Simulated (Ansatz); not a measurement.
Start from `C[SiH2][Se]C` and change one element to get `CO[SiH2]C`.

Ansatz, PBE0-D4/def2-TZVP geometries, multiplicity 1. Each molecule was computed in one conformer, which needn't be the lowest.

Scalar relativity is left out up to krypton.

```json
{"property": "ideal-gas entropy at 298 K and 1 bar (rigid rotor, harmonic PBE0-D4/def2-TZVP) / J/(mol·K)", "`C[SiH2][Se]C`": "365"}
{"property": "zero-point energy (PBE0-D4/def2-TZVP) / kJ/mol", "`C[SiH2][Se]C`": "241.2"}
{"property": "HOMO energy (PBE/def2-TZVPP) / eV", "`C[SiH2][Se]C`": "-5.33"}
{"property": "LUMO energy (B3LYP/def2-TZVPP) / eV", "`C[SiH2][Se]C`": "-0.09"}
{"property": "HOMO energy (PBE0/def2-TZVPP) / eV", "`C[SiH2][Se]C`": "-6.46"}
{"property": "LUMO energy (ωB97M-V/def2-TZVPP) / eV", "`C[SiH2][Se]C`": "1.90"}
```

Task: Give the same properties after the change, and the shifts. (An estimate is asked.)

Result: Computed: 
| property | `CO[SiH2]C` | shift |
| --- | --- | --- |
| ideal-gas entropy at 298 K and 1 bar (rigid rotor, harmonic PBE0-D4/def2-TZVP) / J/(mol·K) | 336 | -29 |
| zero-point energy (PBE0-D4/def2-TZVP) / kJ/mol | 252.1 | 10.9 |
| HOMO energy (PBE/def2-TZVPP) / eV | -6.45 | -1.12 |
| LUMO energy (B3LYP/def2-TZVPP) / eV | 0.63 | 0.72 |
| HOMO energy (PBE0/def2-TZVPP) / eV | -7.95 | -1.49 |
| LUMO energy (ωB97M-V/def2-TZVPP) / eV | 2.46 | 0.56 |

With PBE0 the HOMO falls by 1.49 eV and the LUMO rises by 0.72 eV, so the gap widens by about 2.21 eV. PBE moves the HOMO by -1.12 eV and ωB97M-V by -1.69 eV. Modes under 60 cm⁻¹, often nearly free rotors, make the harmonic entropy too high.

B3LYP here is the variant with VWN-RPA as its local correlation; programs differ in this.

Spin–orbit coupling is left out; it splits and shifts lone-pair levels of the heavy atoms by tenths of an eV.
